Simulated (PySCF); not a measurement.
Point-charge models of `O=C(OC=C)CCOC` against its computed dipole.

Coordinates (GFN2-xTB, Å) and charges (e) from the PBE0/pcSseg-1 density (PySCF):

```json
{"atom": "C1", "x": "4.377", "y": "-0.440", "z": "-0.701", "Mulliken": "-0.1762", "IAO": "-0.3533", "Hirshfeld": "-0.1203", "ESP-fitted": "-0.5561"}
{"atom": "C2", "x": "3.292", "y": "0.126", "z": "-0.207", "Mulliken": "+0.0411", "IAO": "+0.0447", "Hirshfeld": "+0.0242", "ESP-fitted": "+0.1046"}
{"atom": "O3", "x": "2.039", "y": "-0.355", "z": "-0.514", "Mulliken": "-0.4321", "IAO": "-0.3095", "Hirshfeld": "-0.0805", "ESP-fitted": "-0.3619"}
{"atom": "C4", "x": "0.964", "y": "0.258", "z": "0.018", "Mulliken": "+0.4663", "IAO": "+0.5266", "Hirshfeld": "+0.2260", "ESP-fitted": "+0.9176"}
{"atom": "O5", "x": "1.026", "y": "1.208", "z": "0.751", "Mulliken": "-0.4053", "IAO": "-0.4541", "Hirshfeld": "-0.2415", "ESP-fitted": "-0.5928"}
{"atom": "C6", "x": "-0.300", "y": "-0.420", "z": "-0.443", "Mulliken": "-0.2613", "IAO": "-0.3140", "Hirshfeld": "-0.0796", "ESP-fitted": "-0.5915"}
{"atom": "C7", "x": "-1.538", "y": "0.211", "z": "0.183", "Mulliken": "+0.0899", "IAO": "-0.0411", "Hirshfeld": "+0.0016", "ESP-fitted": "+0.4134"}
{"atom": "O8", "x": "-2.675", "y": "-0.452", "z": "-0.320", "Mulliken": "-0.5277", "IAO": "-0.3942", "Hirshfeld": "-0.1463", "ESP-fitted": "-0.3415"}
{"atom": "C9", "x": "-3.877", "y": "0.070", "z": "0.182", "Mulliken": "-0.0252", "IAO": "-0.1999", "Hirshfeld": "-0.0401", "ESP-fitted": "-0.2394"}
{"atom": "H10", "x": "5.351", "y": "-0.060", "z": "-0.457", "Mulliken": "+0.1328", "IAO": "+0.1678", "Hirshfeld": "+0.0567", "ESP-fitted": "+0.2149"}
{"atom": "H11", "x": "4.316", "y": "-1.290", "z": "-1.356", "Mulliken": "+0.1283", "IAO": "+0.1630", "Hirshfeld": "+0.0501", "ESP-fitted": "+0.2393"}
{"atom": "H12", "x": "3.296", "y": "0.982", "z": "0.455", "Mulliken": "+0.1289", "IAO": "+0.1669", "Hirshfeld": "+0.0493", "ESP-fitted": "+0.1473"}
{"atom": "H13", "x": "-0.251", "y": "-1.480", "z": "-0.188", "Mulliken": "+0.1606", "IAO": "+0.1738", "Hirshfeld": "+0.0553", "ESP-fitted": "+0.1604"}
{"atom": "H14", "x": "-0.362", "y": "-0.352", "z": "-1.530", "Mulliken": "+0.1621", "IAO": "+0.1749", "Hirshfeld": "+0.0561", "ESP-fitted": "+0.1613"}
{"atom": "H15", "x": "-1.577", "y": "1.283", "z": "-0.064", "Mulliken": "+0.1096", "IAO": "+0.1242", "Hirshfeld": "+0.0319", "ESP-fitted": "-0.0109"}
{"atom": "H16", "x": "-1.493", "y": "0.122", "z": "1.279", "Mulliken": "+0.1078", "IAO": "+0.1228", "Hirshfeld": "+0.0322", "ESP-fitted": "-0.0127"}
{"atom": "H17", "x": "-3.929", "y": "-0.026", "z": "1.274", "Mulliken": "+0.0891", "IAO": "+0.1214", "Hirshfeld": "+0.0369", "ESP-fitted": "+0.0993"}
{"atom": "H18", "x": "-4.680", "y": "-0.506", "z": "-0.273", "Mulliken": "+0.1223", "IAO": "+0.1585", "Hirshfeld": "+0.0510", "ESP-fitted": "+0.1491"}
{"atom": "H19", "x": "-3.992", "y": "1.129", "z": "-0.080", "Mulliken": "+0.0890", "IAO": "+0.1214", "Hirshfeld": "+0.0370", "ESP-fitted": "+0.0998"}
```

Task: Form Σ q r in debye for every column and set it beside the full dipole.

Result: The full density gives (-0.23, -0.34, -0.20) D, 0.45 D in size; dipole vectors point from the negative to the positive end.

| scheme | μx | μy | μz | size (D) | share of the full size (%) | angle to the full dipole (°) |
| --- | --- | --- | --- | --- | --- | --- |
| Mulliken | -0.26 | 0.39 | 0.42 | 0.63 | 138 | 123 |
| IAO | -0.19 | -0.01 | 0.07 | 0.20 | 45 | 71 |
| Hirshfeld | -0.26 | -0.54 | -0.38 | 0.71 | 158 | 9 |
| ESP-fitted | -0.23 | -0.34 | -0.20 | 0.46 | 102 | 0 |

Task: Which set comes closest?

Result: Length of the difference vector: ESP-fitted 0.01 D, Hirshfeld 0.28 D, IAO 0.43 D, Mulliken 0.95 D. Closest: ESP-fitted. 

Task: What is left for the Hirshfeld atoms' own dipoles?

Result: The Hirshfeld atoms' densities add up to the full density, so μ = Σ q r + Σ (atomic dipoles). The atomic dipoles sum to (-0.23, -0.34, -0.20) − (-0.26, -0.54, -0.38) = (0.03, 0.20, 0.18) D, 0.28 D in size.

Task: With the origin at the mean of the coordinates, (-0.001, 0.000, -0.105) Å, which are the largest single terms, by size, of the Mulliken dipole along the direction of the full one?

Result: O8 -4.47, O5 +3.48, H18 +1.63, C4 -1.63, H12 -1.62 D; all 19 atoms together -0.34 D. The single terms depend on the origin, their sum doesn't.

Task: Give the size of the full dipole in other units.

Result: 0.45 D = 0.178 au = 0.094 e·Å = 1.51 × 10⁻³⁰ C·m.

Isolated species at its GFN2-xTB geometry (one conformer only).
